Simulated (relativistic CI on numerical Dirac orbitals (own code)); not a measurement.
# Energy levels of Te¹⁰⁺

Calculated at this level of theory: Dirac-Coulomb-Breit CI, KLI orbitals optimised for each configuration, QED by a radiative potential, unscaled Slater integrals (own radial code, finite nucleus).

CI space (outside the closed core [Ar] 3d10): 4s2 4p6 4d6, 4s2 4p5 4d7, 4s2 4p6 4d5 4f, 4s2 4p6 4d5 5s, 4s2 4p4 4d8, 4s 4p6 4d7, 4s2 4p6 4d5 5p, 4s2 4p6 4d4 5s2, 4s2 4p6 4d5 5d, 4s2 4p6 4d4 4f 5s, 4p6 4d8, 4s2 4p6 4d4 5p2, 4s2 4p6 4d5 6s, 4s2 4p6 4d5 6d. Levels of other configurations are missing.

The lowest level is 4s2 4p6 4d6 5D_4, with 91 % of that term; Hund's rules for 4s2 4p6 4d6 give 5D with J = 4, in agreement.

| No. | Configuration | Term | J | E (cm⁻¹) | % | Landé g | jj configuration (%) |
| --- | --- | --- | --- | --- | --- | --- | --- |
| 1 | 4s2 4p6 4d6 | 5D | 4 | 0.0 | 91 | 1.476 | 4d5/2^2 (43) |
| 2 | 4s2 4p6 4d6 | 5D | 3 | 7208.0 | 96 | 1.485 | 4d3/2^3 4d5/2^3 (67) |
| 3 | 4s2 4p6 4d6 | 5D | 2 | 8385.1 | 80 | 1.481 | 4d5/2^2 (38) |
| 4 | 4s2 4p6 4d6 | 5D | 1 | 11485.3 | 88 | 1.488 | 4d3/2^3 4d5/2^3 (66) |
| 5 | 4s2 4p6 4d6 | 5D | 0 | 12225.4 | 87 |  | 4d3/2^2 4d5/2^4 (59) |
| 6 | 4s2 4p6 4d6 | 3F | 4 | 30237.4 | 32 | 1.074 | 4d5/2^2 (52) |
| 7 | 4s2 4p6 4d6 | 3P | 2 | 30902.0 | 72 | 1.461 | 4d3/2^2 4d5/2^4 (54) |
| 8 | 4s2 4p6 4d6 | 3H | 5 | 36340.2 | 57 | 1.105 | 4d3/2^3 4d5/2^3 (95) |
| 9 | 4s2 4p6 4d6 | 3H | 6 | 36619.5 | 91 | 1.151 | 4d3/2^3 4d5/2^3 (86) |
| 10 | 4s2 4p6 4d6 | 3F | 3 | 39222.3 | 69 | 1.018 | 4d3/2^3 4d5/2^3 (71) |
| 11 | 4s2 4p6 4d6 | 3F | 2 | 40266.5 | 83 | 0.736 | 4d3/2^3 4d5/2^3 (63) |
| 12 | 4s2 4p6 4d6 | 3H | 4 | 44046.7 | 58 | 0.992 | 4d3/2^2 4d5/2^4 (82) |
| 13 | 4s2 4p6 4d6 | 1S | 0 | 44456.4 | 47 |  | 4d3/2^3 4d5/2^3 (42) |
| 14 | 4s2 4p6 4d6 | 3P | 1 | 47788.0 | 65 | 1.246 | 4d3/2 4d5/2^5 (55) |
| 15 | 4s2 4p6 4d6 | 3G | 5 | 49885.4 | 57 | 1.127 | 4d3/2^2 4d5/2^4 (95) |
| 16 | 4s2 4p6 4d6 | 3G | 4 | 50948.0 | 72 | 1.051 | 4d3/2^2 4d5/2^4 (45) |
| 17 | 4s2 4p6 4d6 | 3D | 2 | 52156.2 | 74 | 1.147 | 4d3/2^2 4d5/2^4 (50) |
| 18 | 4s2 4p6 4d6 | 3G | 3 | 53654.2 | 64 | 0.870 | 4d3/2^2 4d5/2^4 (64) |
| 19 | 4s2 4p6 4d6 | 3D | 3 | 55371.1 | 87 | 1.284 | 4d3/2^2 4d5/2^4 (52) |
| 20 | 4s2 4p6 4d6 | 3D | 1 | 56054.1 | 71 | 0.785 | 4d3/2^2 4d5/2^4 (60) |
| 21 | 4s2 4p6 4d6 | 1I | 6 | 60308.9 | 91 | 1.014 | 4d3/2^2 4d5/2^4 (86) |
| 22 | 4s2 4p6 4d6 | 1G | 4 | 65028.9 | 67 | 1.007 | 4d3/2 4d5/2^5 (58) |
| 23 | 4s2 4p6 4d6 | 3P | 0 | 66265.2 | 81 |  | 4d5/2^2 (42) |
| 24 | 4s2 4p6 4d6 | 1D | 2 | 67769.0 | 66 | 1.029 | 4d3/2^2 4d5/2^4 (42) |
| 25 | 4s2 4p6 4d6 | 1F | 3 | 70376.5 | 70 | 1.020 | 4d3/2^3 4d5/2^3 (90) |
| 26 | 4s2 4p6 4d6 | 3P | 1 | 79950.0 | 96 | 1.479 | 4d3/2^3 4d5/2^3 (68) |
| 27 | 4s2 4p6 4d6 | 3P | 0 | 81215.9 | 62 |  | 4d5/2^6 (60) |
| 28 | 4s2 4p6 4d6 | 3F | 4 | 85856.1 | 87 | 1.220 | 4d3/2^2 4d5/2^4 (57) |
| 29 | 4s2 4p6 4d6 | 3F | 2 | 86364.0 | 95 | 0.688 | 4d3/2^2 4d5/2^4 (74) |
| 30 | 4s2 4p6 4d6 | 3P | 2 | 92615.3 | 88 | 1.451 | 4d3/2 4d5/2^5 (48) |

Energies count from the lowest computed level. Filled j subshells are mostly left out of the jj labels.

The mean weight of the leading LS term, summed over parents, in these 30 levels is 75 %, and that of the leading jj configuration (from the same eigenvectors) 62 %, so LS coupling describes them better.

At this charge energies of transitions that change n are usually good to better than 1 %, and those within a shell (Δn = 0) to a few per cent. Terms inside the open d or f shell come out 10 to 20 % too wide with unscaled integrals. Levels and lines within the n = 5 or 6 shells can be off by up to 10 % or somewhat more, and those that change n by about 2 %, since core polarisation is missing.

Landé's interval rule says that E(J) − E(J−1) = AJ with one A. For the ground term the intervals give A = -740.0, -1550.1, -392.3, -1802.0 cm⁻¹ for J = 1, 2, 3, 4; the multiplet is inverted.

LS names give the leading component of a level, which can be under half, so a name can repeat, a term be missing and a line seem to break the LS rules.
